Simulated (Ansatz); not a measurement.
A series at In: from trimethylindium, ligands are replaced one by one, each step taking up H₂ and setting free CH₄; n counts the steps. Ansatz, PBE0-D4/def2-TZVP geometries.

CBS adds triple-zeta CCSD(T) − MP2 to the MP2 limit, frozen cores; atoms without spin–orbit coupling. Elements past krypton have def2 core potentials. Outer-core shells of In are correlated without core-valence functions. Spin–orbit coupling is left out.

| n | molecule | atomization energy, CCSD(T)/CBS (kJ/mol) |
| --- | --- | --- |
| 0 | `[CH3][In]([CH3])[CH3]` | 4510.6 |
| 1 | `[CH3][InH][CH3]` | ? |
| 2 | `[CH3][InH2]` | 1994.5 |
| 3 | `[InH3]` | 736.1 |

Problem. By hand: fit a straight line y = ȳ + b (n − n̄) to the 3 given rows and predict n = 1.

Solution. n̄ = 1.667, ȳ = 2413.73; Σ(n − n̄)(y − ȳ) = -5871.37, Σ(n − n̄)² = 4.667, so b = -1258.06 kJ/mol a step. Prediction: 2413.73 + (-1258.06) × (-0.667) = 3252.9 kJ/mol.

Problem. By hand: compare with the computed value, 3252.6 kJ/mol, and give the steps along the whole series.

Solution. The line misses by -0.3 kJ/mol (computed minus predicted). Steps: -1258.0, -1258.1, -1258.4 kJ/mol.

The steps differ by at most 0.4 kJ/mol, 0.0 % of a mean step, so the ligands' effects nearly add and a line is close. The miss is 0.0 % of the series' range. The energies themselves are unsure by some kJ/mol a bond, though much of that is common to the series.
